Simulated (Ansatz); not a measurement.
```yaml
crystal:
  periodic: [false, false, false]
  atoms:
    - {symbol: Cu, position_ang: [0.051124, -0.026362, 0.010055]}
    - {symbol: C, position_ang: [0.010006, -0.017052, 1.963073]}
    - {symbol: H, position_ang: [-0.452890, 0.897836, 2.359122]}
    - {symbol: H, position_ang: [1.035382, -0.122431, 2.457727]}
    - {symbol: H, position_ang: [-0.590742, -0.878745, 2.372484]}
    - {symbol: C, position_ang: [-0.007400, 0.066994, -1.952018]}
    - {symbol: H, position_ang: [-1.018154, 0.062665, -2.373051]}
    - {symbol: H, position_ang: [0.501274, -0.876302, -2.396304]}
    - {symbol: H, position_ang: [0.502508, 0.881394, -2.359779]}
basis:
  gaussian: {orbitals: def2-SVP}
total_charge: -1
hamiltonian: {xc: {name: revPBE0}, dispersion: d4}
output: {forces: true}
```

```sh
$ ansatz run in.yaml --threads 4 --pin off --events-out ev --progress --plain --max-ram 3916MiB
```

Shortened log:

```
Functional definition: revPBE0
952 factors; integrals over basis functions are off by at most 1.1e-3 eV
mean field evaluation 1: about -46791.7770 eV, gradient 7.1e1 eV
mean field evaluation 2: about -46778.7451 eV, gradient 1.1e2 eV
mean field evaluation 4: about -46800.0887 eV, gradient 4.7e0 eV
mean field evaluation 8: about -46800.3392 eV, gradient 3.6e-1 eV
mean field evaluation 16: about -46800.3394 eV, gradient 5.4e-5 eV
mean field -46800.33940346 eV, -1719.8807506679 hartree, gradient 5.4e-5 eV, S^2 0.000000; 0 other end points of the search recorded, 0 dependent functions left out
reference -46800.33946136 eV, -1719.8807527957 hartree; 24, 24 occupied and 65, 65 virtual orbitals, 952 factors
Total energy: -46800.69869337 eV, -1719.8939543285 hartree
Atom 0 at     0.051124    -0.026362     0.010055 Å, force    -0.141611     0.207449    -0.106212 eV/Å
Atom 1 at     0.010006    -0.017052     1.963073 Å, force     0.741805    -0.954069     0.387798 eV/Å
Atom 2 at    -0.452890     0.897836     2.359122 Å, force    -0.089252     0.298265     0.246766 eV/Å
Atom 3 at     1.035382    -0.122431     2.457727 Å, force    -0.806336     0.192970    -0.327175 eV/Å
Atom 4 at    -0.590742    -0.878745     2.372484 Å, force     0.193862     0.375374    -0.096580 eV/Å
Atom 5 at    -0.007400     0.066994    -1.952018 Å, force    -0.084450    -3.185692     0.723699 eV/Å
Atom 6 at    -1.018154     0.062665    -2.373051 Å, force    -0.487731     0.043471    -0.191714 eV/Å
Atom 7 at     0.501274    -0.876302    -2.396304 Å, force    -0.536996     1.021605     0.383539 eV/Å
Atom 8 at     0.502508     0.881394    -2.359779 Å, force     1.210708     2.000626    -1.020120 eV/Å
Dipole moment:     0.002958     0.006127    -0.010065 e Å
```

Hardware: 4 threads of Arm Neoverse V2 on a shared host. Wall time 1.2 s.

The highest occupied level of an anion often lies above zero with these methods, and sets without diffuse functions describe the outer electron poorly.

The dipole of an ion depends on the origin.
